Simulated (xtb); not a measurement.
C₅H₈O₂, charge +1, doublet, geometry from GFN2-xTB (a state made from the parent by changing its charge; the spin is typed, not shown lowest). Base run: xtb with GFN2-xTB.

Geometry (Å):
```xyz
15

C      2.6026    -0.1287     0.1023
C      1.1244    -0.4169     0.2352
O      0.7257    -1.5247     0.5145
C      0.2697     0.7083    -0.0556
C     -1.0979     0.5336    -0.2183
C     -1.7262    -0.7972    -0.1954
O     -1.9161     1.5407    -0.3158
H      2.8201     0.4204    -0.8107
H      2.8806     0.4893     0.9587
H      3.1588    -1.0630     0.1257
H      0.7263     1.6793    -0.1768
H     -2.7683    -0.7317     0.1122
H     -1.6663    -1.2775    -1.1755
H     -1.1514    -1.4645     0.4753
H     -1.5127     2.4256    -0.3088
```
Charge +1, spin multiplicity 2.
All else is at xtb's defaults.
Base energy -22.39755 Eh.

The base run was repeated with changes; each row names its change, and settings that it needs were set with it.

```json
[
 {"change": "base", "ΔE vs base (mEh)": "0.000", "G_solv (kcal/mol)": "-", "SCF cycles": "13"},
 {"change": "alpb = ch2cl2", "ΔE vs base (mEh)": "-76.784", "G_solv (kcal/mol)": "-48.44", "SCF cycles": "13"},
 {"change": "acc = 1000", "ΔE vs base (mEh)": "0.064", "G_solv (kcal/mol)": "-", "SCF cycles": "7"},
 {"change": "etemp = 10000", "ΔE vs base (mEh)": "-69.050", "G_solv (kcal/mol)": "-", "SCF cycles": "12"},
 {"change": "gbsa = toluene", "ΔE vs base (mEh)": "-76.336", "G_solv (kcal/mol)": "-48.28", "SCF cycles": "13"},
 {"change": "gbsa = acetonitrile", "ΔE vs base (mEh)": "-87.485", "G_solv (kcal/mol)": "-55.94", "SCF cycles": "13"},
 {"change": "alpb = acetonitrile", "ΔE vs base (mEh)": "-85.914", "G_solv (kcal/mol)": "-54.68", "SCF cycles": "13"},
 {"change": "acc = 0.1", "ΔE vs base (mEh)": "0.000", "G_solv (kcal/mol)": "-", "SCF cycles": "15"},
 {"change": "file = coord", "ΔE vs base (mEh)": "0.000", "G_solv (kcal/mol)": "-", "SCF cycles": "13"}
]
```

ALPB and GBSA are two models with their own fitted parameters for each solvent, which aren't always the measured dielectric constant.
